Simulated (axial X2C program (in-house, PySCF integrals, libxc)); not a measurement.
Testing model relations on RuN⁺

A bond curve at the PBE0 level, with spin–orbit coupling, was computed with an axial X2C code built on PySCF integrals (basis Ru dyall-cv3z [12s12p8d5f3g], N dyall-av3z [7s7p3d2f] (cores contracted in-house)) for the state Ω = 0 (closed shell). Its fit gives Re = 1.5149 Å, ωe = 1326.1 cm⁻¹, ωexe = 4.13 cm⁻¹ and αe = 2.671e-03 cm⁻¹; the masses are 101.9043 and 14.0031 u. Two-component means X2C with spin–orbit coupling and atomic mean-field Coulomb and Gaunt terms.

Question: Find the reduced mass, Be and the force constant.

Answer: From the PBE0 values: μ = 12.3113 u. Be = 16.8576/(μ Re²) = 0.5967 cm⁻¹. k = 5.8918×10⁻⁷ μ ωe² = 12.8 mdyn/Å.

Question: Where do the fundamental and the first overtone lie?

Answer: ν(1←0) = ωe − 2ωexe = 1317.8 cm⁻¹; ν(2←0) = 2ωe − 6ωexe = 2627.4 cm⁻¹.

Question: Estimate the centrifugal constant by the Kratzer relation.

Answer: D = 4Be³/ωe² = 4.83e-07 cm⁻¹.

Question: A Morse curve ties αe to the other constants (Pekeris). How well does that hold?

Answer: αe(Morse) = 6Be²/ωe × (√(ωexe/Be) − 1) = 2.627e-03 cm⁻¹; the PBE0 curve gives 2.671e-03 cm⁻¹, a ratio of 0.98.

Question: Give B0, the J = 1←0 line in GHz and the most populated J at 300 K (kT = 208.5 cm⁻¹).

Answer: B0 = Be − αe/2 = 0.5953 cm⁻¹; 2B0 = 35.69 GHz; J(max) ≈ √(kT/2B0) − 1/2 = 12.7, so J = 13.

The state is a single determinant with fixed occupations, the lowest that a limited PBE0 search found.
